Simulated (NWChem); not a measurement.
# C₃H₅ClSi; SMILES [SiH3]C=C=CCl

Give the equilibrium geometry at PBE0/def2-SVP (NWChem) as an XYZ file, with the point group.

point group C1; any orientation.
```
10

Si     0.4130     2.5055    -0.0857
C     -0.7186     1.1323     0.5212
C     -0.6868    -0.0789     0.0254
C     -0.6356    -1.2748    -0.5057
Cl     0.3963    -2.5335     0.0949
H      1.2889     1.9776    -1.1698
H      1.2463     3.0110     1.0474
H     -0.4081     3.6431    -0.6020
H     -1.4352     1.3472     1.3282
H     -1.2470    -1.5642    -1.3647
```
